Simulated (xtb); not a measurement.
SeSn, singlet, from a rough starting geometry (GFN-xTB shapes and energies of metal compounds can be far from the true ones).

Input for xtb:
```
$ xtb mol.xyz --gfn 2 --opt vtight --json

# file mol.xyz
2

Sn     0.08756691    -0.00393481    -1.26955813
Se    -0.04561682     0.07088046     1.16247560
```

Task: Give the dipole moment at the level GFN2-xTB (xtb).

Result: 9.16 D

Task: Estimate the HOMO-LUMO gap that GFN2-xTB returns for this input.

Result: 2.73 eV
